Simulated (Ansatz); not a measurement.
Harmonic frequencies (cm⁻¹) at PBE0-D4/def2-TZVP from Ansatz: 18, 56, 102, 125, 226, 236, 361, 499, 582, 652, 955, 974, 1052, 1203, 1252, 1415, 1453, 1490, 1493, 3046, 3075, 3115, 3118, 3141.

Each molecule was computed in one conformer, which needn't be the lowest.

(1) Which molecule is it?
A. `[NH2][In]([OH])[SH]`
B. `[CH3][In]([NH2])[OH]`
C. `C[CH2][In]([F])[Cl]`
D. `[CH3][InH][SH]`

## Answers

(1) C.
